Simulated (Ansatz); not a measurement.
Geometry optimisation, UKS PBE/def2-SVP (Ansatz).

input.yaml

```yaml
crystal:
  periodic: [false, false, false]
  atoms:
    - { symbol: Ga, position_ang: [-0.176501, -0.039925, 0.342815] }
    - { symbol: H, position_ang: [0.012627, -1.392174, 1.17461] }
    - { symbol: O, position_ang: [1.259046, -0.278286, -0.782371] }
    - { symbol: H, position_ang: [2.111839, -0.209036, -0.304257] }
    - { symbol: H, position_ang: [-1.549358, 0.410938, -0.253927] }
    - { symbol: F, position_ang: [0.382848, 0.556583, 1.95323] }
magnetization:
  spin_polarized: true
  initial_magnetization: 1
basis:
  gaussian: { orbitals: def2-SVP }
hamiltonian:
  xc: pbe
relax:
  f_tol: 0.03
  max_steps: 50
```

Run as:

```bash
$ ansatz run input.yaml --threads 2 --pin off --max-ram 3072MiB --backend cpu --events-out ev --progress --plain --runs-dir out
```

Question: Where does it end, and by what steps?

Answer: It converged. The force dipped under the threshold on the way, but the program's further checks kept it going. After 16 steps the energy has fallen by 0.249 eV; H2 moved furthest, 0.67 Å.

```csv
step,energy less start (eV),largest force component (eV/Å),accepted
0,0.0000,1.150,yes
1,-0.1254,0.474,yes
2,-0.1978,0.606,yes
3,-0.2154,0.538,yes
4,-0.1573,1.723,no
5,-0.2311,0.053,yes
6,-0.2316,0.033,yes
7,-0.2322,0.022,yes
8,-0.2330,0.089,yes
9,-0.2317,0.489,no
10,-0.2369,0.091,yes
11,-0.2393,0.320,yes
12,-0.2471,0.151,yes
13,-0.2472,0.153,yes
14,-0.2487,0.022,yes
15,-0.2485,0.061,no
16,-0.2491,0.010,yes
```

```xyz
6
Properties=species:S:1:pos:R:3
Ga 0.007 -0.179 0.551
H -0.578 -1.647 0.985
O 1.348 -0.365 -0.683
H 2.154 0.135 -0.439
H -1.400 0.233 -0.183
F 0.508 0.872 1.899
```

Whether the end is a true minimum wasn't checked by a vibrational analysis.

The run took 28 s on 2 threads of Intel(R) Xeon(R) Platinum 8259CL CPU @ 2.50GHz (Skylake/Cascade Lake), with other jobs on the host, peak memory 0.17 GiB.
